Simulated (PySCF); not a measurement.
SrCl, SMILES [Cl][Sr+], charge +1. Geometry optimised at PBE-D3(BJ)/def2-TZVPD. The spin state was assumed, not searched. The def2 effective core potentials stand for the cores of Sr; spin–orbit coupling is left out.

Calculation: PBE-D3(BJ)/def2-TZVPD in PySCF 2.14.0.

Harmonic wavenumbers (cm⁻¹): 359. Rotational constants (GHz): 3.286 (linear); symmetry number 1.

Question: Work out the zero-point energy and the ideal-gas rigid-rotor harmonic-oscillator thermochemistry at 298.15 K and 1 atm.

Answer: ZPE = ½ Σ hcν = ½ × 359 cm⁻¹ = 2.15 kJ/mol. H − E(el) = 11.75 kJ/mol. Entropy in J/(mol K): translation 168.77, rotation 71.04, vibration 4.72, total 244.53. G − E(el) = -61.16 kJ/mol. Cp = 35.62 J/(mol K).
